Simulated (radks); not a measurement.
Polarisability of the scandium ion Sc+, [Ar] 3d1 4s1, at imaginary frequency. All-electron calculation, non-relativistic Kohn-Sham, LB94 model potential, spin-unpolarised, spherical densities, point nucleus. Program: a radial shooting solver on a logarithmic mesh with Libxc functionals. Response by self-consistent Sternheimer equations with the Hartree and adiabatic LDA kernel.

| w (hartree) | alpha1(iw) (bohr^3) |
|---|---|
| 0.00266 | 42.09 |
| 0.0143 | 41.78 |
| 0.0360 | 40.18 |
| 0.0697 | 35.79 |
| 0.118 | 28.25 |
| 0.186 | 19.70 |
| 0.280 | 12.73 |
| 0.413 | 8.109 |
| 0.605 | 5.261 |
| 0.892 | 3.446 |
| 1.35 | 2.164 |
| 2.12 | 1.202 |
| 3.59 | 0.5439 |
| 6.94 | 0.1846 |
| 17.5 | 0.03966 |

Static values: alpha1 = 42.10 bohr^3 (6.238 angstrom^3; uncoupled 59.19). C6 = 245.7, triple-dipole C9 = 7264 atomic units. One-pole (London) frequency 4 C6 / (3 alpha1^2) = 0.185 hartree, against 0.503 for minus the highest occupied eigenvalue.
